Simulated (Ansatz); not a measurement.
Ideal-gas functions of `C[O][Al][SH]` radical at 800 K and 1 bar, from an Ansatz frequency run at PBE0-D4/def2-TZVP.

Molar mass 91.09 g/mol, point group Cs (symmetry number 1), electronic degeneracy 2, moments of inertia 51.06, 213.42, 261.315 u Å². Harmonic wavenumbers (cm⁻¹, unscaled): 62, 68, 114, 219, 236, 450, 647, 724, 1176, 1183, 1220, 1483, 1492, 1500, 2715, 3009, 3075, 3087.

Use S(trans) = R[1.5 ln M + 2.5 ln T − 1.1517]; rotational temperatures θ = 24.2544 K / I; S(rot) = R[ln(√π/σ · √(T³/θAθBθC)) + 1.5]; for each mode x = 1.438777 ν̃/T, S = R[x/(eˣ − 1) − ln(1 − e⁻ˣ)] and H = RT x/(eˣ − 1); 1 cm⁻¹ = 0.0119627 kJ/mol; R = 8.31446 J/(mol·K).

**Question.** By hand: the entropy, in J/(mol·K).

**Answer.** Translation 185.6. Rotation: θ = 0.475, 0.1136, 0.0928 K, giving 122.6. Vibration, mode by mode: 26.56, 25.79, 21.50, 16.11, 15.50, 10.30, 7.51, 6.68, 3.48, 3.45, 3.27, 2.25, 2.22, 2.20, 0.37, 0.24, 0.22, 0.21, in all 147.9. Electronic 5.8. Sum 461.9 J/(mol·K).

**Question.** By hand: H − E and G − E in kJ/mol, counted from the electronic energy.

**Answer.** Zero-point energy ½ × 22460 × 0.0119627 = 134.3; thermal vibration 50.7; translation, rotation and pV give 4 RT = 26.6. H − E = 211.6 kJ/mol, and G − E = 211.6 − 800 × 461.9/1000 = -157.9 kJ/mol.

Vibration gives 32 % of the entropy, 73.9 J/(mol·K) of it from the modes under 150 cm⁻¹: soft modes count most, and the harmonic formula is weakest for them. The sum counts one conformer and one mirror image; others add a mixing term.
